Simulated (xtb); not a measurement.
Input file for xtb: GFN-FF on CH2O2 (SMILES O=CO).

```
$ xtb mol.xyz --gfnff --sp --chrg 0 --uhf 0
5

C     -0.22190442    -0.06657897     0.36398237
O     -0.22560559    -0.06772192     1.55392452
O      0.87088558     0.26127984    -0.35851527
H     -1.09704464    -0.32911399    -0.25633067
H      0.67366906     0.20213505    -1.30296094
```

Problem. Give the final energy of this run.

Solution. -0.7739 hartree.
